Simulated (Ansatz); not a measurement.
Mulliken charges of C$_{3}$H$_{4}$Se, SMILES `C=CC=[Se]` from r2SCAN/def2-TZVPP in Ansatz (PBE0-D4/def2-TZVP geometry).

```
atom   x (Å)   y (Å)   z (Å)  charge (e)
  C1  -0.058   1.241   0.094      -0.094
  C2   0.408   0.019   0.369      -0.102
  C3  -0.063  -1.207  -0.236      -0.067
 Se4  -1.328  -1.406  -1.450      -0.122
  H5  -0.852   1.379  -0.633       0.100
  H6   0.344   2.117   0.587       0.098
  H7   1.204  -0.091   1.101       0.086
  H8   0.437  -2.109   0.113       0.101
```

Problem. By hand: the dipole of these point charges (1 e Å = 4.8032 D).

Solution. Σ q r = (0.226, 0.258, 0.247) e Å, of length 0.423 e Å = 2.03 D.

Problem. How does the dipole of the full density compare? (Best estimate.)

Solution. Ansatz gave: (0.320, 0.281, 0.338) e Å, 2.61 D; the point charges give 0.78 times that, at 7° from its direction.

Point charges leave out the atoms' own dipoles, such as those of lone pairs, and Mulliken's split depends on the basis, so the two needn't agree.
